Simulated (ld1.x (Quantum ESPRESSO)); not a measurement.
Pseudopotential generation for beryllium (Be): PAW, PBE, scalar-relativistic.

ld1.x (Quantum ESPRESSO) 7.5 was run on this input:

```
&input
   title='Be', zed=4., rel=1, dft='PBE', iswitch=3,
   config='[He] 2s1.75 2p0.25 3d-2',
   nld=3, rlderiv=5.05, eminld=-2.0, emaxld=5.0, deld=0.02
 /
 &inputp
   pseudotype=3, lpaw=.true., tm=.true., lloc=-2, rcloc=2.85,
   nlcc=.true., new_core_ps=.true., rcore=1.00,
   which_augfun='PSQ', rmatch_augfun_nc=.true.,
   file_pseudopw='Be.UPF', file_wfcaegen='ae.wfc', file_wfcncgen='nc.wfc', file_beta='beta', file_chi='chi', file_wfcusgen='us.wfc'
 /
6
2S  1  0   1.75   0.00  1.40  1.50  0.0
2S  1  0   0.00   0.45  1.40  1.50  0.0
2P  2  1   0.25   0.00  3.75  4.65  0.0
2P  2  1   0.00   0.35  3.75  4.65  0.0
3D  3  2  -2.00   0.15  3.40  3.80  0.0
3D  3  2  -2.00   0.65  3.40  3.80  0.0
 &test
   configts(1)='2s1.75 2p0.25'
 /
```

Command:

```bash
ld1.x < Be.in > Be.out
```

Resulting log (shortened: banner, matrices, multipoles, cross overlaps and the repeated all-electron block are left out):

```
Program LD1 v.7.5
     --------------------------- All-electron run ----------------------------

     Be
     scalar relativistic calculation

     atomic number is  4.00
     dft =PBE   lsd =0 sic =0 latt =0  beta=0.20 tr2=1.0E-14
     Exchange-correlation= PBE
                           (   1   4   3   4   0   0   0)
     mesh =1041 r(mesh) = 100.85720 a.u. xmin = -7.00 dx = 0.01250
     1 Ry =  13.60569312 eV, c = 137.03599908

     n l     nl                  e(Ry)          e(Ha)          e(eV)
     1 0     1S 1( 2.00)        -7.8345        -3.9173      -106.5945
     2 0     2S 1( 1.75)        -0.4238        -0.2119        -5.7656
     2 1     2P 1( 0.25)        -0.1590        -0.0795        -2.1631

     final scf error:  8.8E-15 reached in  20 iterations

     Etot =     -29.199858 Ry,     -14.599929 Ha,    -397.284311 eV

     Ekin =      29.068317 Ry,      14.534158 Ha,     395.494596 eV
     Encl =     -67.107241 Ry,     -33.553621 Ha,    -913.040531 eV
     Eh   =      14.254965 Ry,       7.127483 Ha,     193.948682 eV
     Exc  =      -5.415899 Ry,      -2.707949 Ha,     -73.687058 eV

     normalization and overlap integrals

     s(1S/1S) =  1.000000  <r> =   0.4207  <r2> =    0.2415  r(max) =   0.2661
     s(2S/2S) =  1.000000  <r> =   2.5935  <r2> =    8.0812  r(max) =   2.0415
     s(2P/2P) =  1.000000  <r> =   3.1906  <r2> =   13.0153  r(max) =   2.2846

     ------------------------ End of All-electron run ------------------------

     --------------------- Generating PAW atomic setup --------------------

      Generating local potential from pseudized AE potential:
      Matching radius rcloc =   2.8500
      Enforcing V''(0)=0 (lloc=-2)

      Local pseudo, rcloc= 2.826 Estimated cut-off energy=     3.65 Ry

      Computing core charge for nlcc:

       r > 1.00 : true rho core
      Core charge pseudized with two Bessel functions
      Integrated core pseudo-charge :   0.77
      Wfc-us  2S rcutus= 1.512  Estimated cut-off energy=    18.13 Ry
      Wfc-us  2S rcutus= 1.512  Estimated cut-off energy=    19.31 Ry
      Wfc-us  2P rcutus= 4.659  Estimated cut-off energy=     3.71 Ry
      Wfc-us  2P rcutus= 4.659  Estimated cut-off energy=     7.62 Ry
      Wfc-us  3D rcutus= 3.814  Estimated cut-off energy=     7.19 Ry
      Wfc-us  3D rcutus= 3.814  Estimated cut-off energy=     7.94 Ry

     Required augmentation: PSQ   radius:    4.650000

     Q pseudized with Bessel functions
     Expected ecutrho=     122.3612 due to l1=  0   l2=  2

     Estimated PAW energy =   -6.479159 Ryd

     ------------------- End of pseudopotential generation -------------------

     Computing logarithmic derivative in   5.05296
     Computing logarithmic derivative in   5.05296
     Computing the partial wave expansion
     R is outside the sphere for l=    0 j= 0.00
     R is outside the sphere for l=    0 j= 0.00
     R is outside the sphere for l=    1 j= 0.00
     R is outside the sphere for l=    1 j= 0.00
     R is outside the sphere for l=    2 j= 0.00
     R is outside the sphere for l=    2 j= 0.00

     ---------------------- Testing the pseudopotential ----------------------

     Be
     scalar relativistic calculation

     atomic number is  4.00   valence charge is  2.00
     dft = SLA  PW   PBX  PBC   lsd =0 sic =0 latt =0  beta=0.20 tr2=1.0E-14
     mesh =1041 r(mesh) = 100.85720 xmin = -7.00 dx = 0.01250

     n l     nl             e AE (Ry)        e PS (Ry)    De AE-PS (Ry)
     1 0     2S   1( 1.75)       -0.42376       -0.42376        0.00000
     2 1     2P   1( 0.25)       -0.15899       -0.15899        0.00000

     eps = 6.4E-17  iter =  3

     Etot =     -29.199858 Ry,     -14.599929 Ha,    -397.284311 eV
     Etotps =    -6.479160 Ry,      -3.239580 Ha,     -88.153459 eV

     Ekin =       2.177192 Ry,       1.088596 Ha,      29.622204 eV
     Encl =      -4.609336 Ry,      -2.304668 Ha,     -62.713212 eV
     Ehrt =       1.368883 Ry,       0.684442 Ha,      18.624604 eV
     Ecxc =      -5.415899 Ry,      -2.707949 Ha,     -73.687055 eV
     (Ecc =      -0.872245 Ry,      -0.436123 Ha,     -11.867501 eV)

     ---------------------- End of pseudopotential test ----------------------
```

Generation and configuration tests took about 1.6 s on one core of a shared server CPU.

Transferability test of the new file with ld1.x, input:

```
&input
   title='Be', zed=4., rel=1, dft='PBE', iswitch=2,
   config='[He] 2s1.75 2p0.25 3d-2'
 /
 &test
   file_pseudo='Be.UPF', nconf=7,
   configts(1)='2s1.75 2p0.25',
   configts(2)='2s2 2p0',
   configts(3)='2s1 2p0',
   configts(4)='2s1.5 2p0',
   configts(5)='2s0 2p1',
   configts(6)='2s1 2p1',
   configts(7)='2s0 2p2'
 /
```

```bash
ld1.x < Be.test.in > Be.test.out
```

Pseudopotential blocks of its output, shortened (energy terms left out; the distinct warnings before each block abridged to one line each):

```
     ---------------------- Testing the pseudopotential ----------------------

     n l     nl             e AE (Ry)        e PS (Ry)    De AE-PS (Ry)
     1 0     2S   1( 1.75)       -0.42376       -0.42376        0.00000
     2 1     2P   1( 0.25)       -0.15899       -0.15899        0.00000

     eps = 6.7E-17  iter =  3

     Etot =     -29.199858 Ry,     -14.599929 Ha,    -397.284311 eV
     Etotps =    -6.479160 Ry,      -3.239580 Ha,     -88.153459 eV

     ---------------------- End of pseudopotential test ----------------------

          ---------------------- Testing the pseudopotential ----------------------

     n l     nl             e AE (Ry)        e PS (Ry)    De AE-PS (Ry)
     1 0     2S   1( 2.00)       -0.41231       -0.41232        0.00001
     2 1     2P   1( 0.00)       -0.14836       -0.14831       -0.00005

     eps = 9.3E-16  iter =  6

     Etot =     -29.265949 Ry,     -14.632974 Ha,    -398.183517 eV
     Etotps =    -6.545257 Ry,      -3.272629 Ha,     -89.052760 eV
     dEtot_ae =      -0.066090 Ry
     dEtot_ps =      -0.066097 Ry,   Delta E=       0.000007 Ry

     ---------------------- End of pseudopotential test ----------------------

          ---------------------- Testing the pseudopotential ----------------------

     n l     nl             e AE (Ry)        e PS (Ry)    De AE-PS (Ry)
     1 0     2S   1( 1.00)       -1.00697       -1.00721        0.00024
     2 1     2P   1( 0.00)       -0.71855       -0.71777       -0.00078

     eps = 9.7E-15  iter =  8

     Etot =     -28.563987 Ry,     -14.281994 Ha,    -388.632846 eV
     Etotps =    -5.843204 Ry,      -2.921602 Ha,     -79.500835 eV
     dEtot_ae =       0.635871 Ry
     dEtot_ps =       0.635956 Ry,   Delta E=      -0.000085 Ry

     ---------------------- End of pseudopotential test ----------------------

          ---------------------- Testing the pseudopotential ----------------------

     n l     nl             e AE (Ry)        e PS (Ry)    De AE-PS (Ry)
     1 0     2S   1( 1.50)       -0.69809       -0.69816        0.00007
     2 1     2P   1( 0.00)       -0.41669       -0.41660       -0.00009

     eps = 2.7E-15  iter =  6

     Etot =     -28.989532 Ry,     -14.494766 Ha,    -394.422676 eV
     Etotps =    -6.268822 Ry,      -3.134411 Ha,     -85.291667 eV
     dEtot_ae =       0.210326 Ry
     dEtot_ps =       0.210338 Ry,   Delta E=      -0.000012 Ry

     ---------------------- End of pseudopotential test ----------------------

          Warning: n=2, l=1 expected 0 nodes, found 1
     ---------------------- Testing the pseudopotential ----------------------

     n l     nl             e AE (Ry)        e PS (Ry)    De AE-PS (Ry)
     1 0     2S   1( 0.00)       -1.01051       -1.01529        0.00479
     2 1     2P   1( 1.00)       -0.72432       -0.72684        0.00252

     eps = 3.4E-16  iter = 10

     Etot =     -28.276661 Ry,     -14.138331 Ha,    -384.723579 eV
     Etotps =    -5.554313 Ry,      -2.777156 Ha,     -75.570277 eV
     dEtot_ae =       0.923197 Ry
     dEtot_ps =       0.924847 Ry,   Delta E=      -0.001650 Ry

     ---------------------- End of pseudopotential test ----------------------

          ---------------------- Testing the pseudopotential ----------------------

     n l     nl             e AE (Ry)        e PS (Ry)    De AE-PS (Ry)
     1 0     2S   1( 1.00)       -0.45311       -0.45329        0.00018
     2 1     2P   1( 1.00)       -0.18631       -0.18641        0.00010

     eps = 7.5E-15  iter =  8

     Etot =     -29.000445 Ry,     -14.500222 Ha,    -394.571149 eV
     Etotps =    -6.279737 Ry,      -3.139869 Ha,     -85.440180 eV
     dEtot_ae =       0.199414 Ry
     dEtot_ps =       0.199422 Ry,   Delta E=      -0.000009 Ry

     ---------------------- End of pseudopotential test ----------------------

          ---------------------- Testing the pseudopotential ----------------------

     n l     nl             e AE (Ry)        e PS (Ry)    De AE-PS (Ry)
     1 0     2S   1( 0.00)       -0.48384       -0.48477        0.00094
     2 1     2P   1( 2.00)       -0.21601       -0.21612        0.00012

     eps = 6.0E-15  iter = 19

     Etot =     -28.732990 Ry,     -14.366495 Ha,    -390.932240 eV
     Etotps =    -6.011890 Ry,      -3.005945 Ha,     -81.795926 eV
     dEtot_ae =       0.466869 Ry
     dEtot_ps =       0.467270 Ry,   Delta E=      -0.000401 Ry

     ---------------------- End of pseudopotential test ----------------------
```
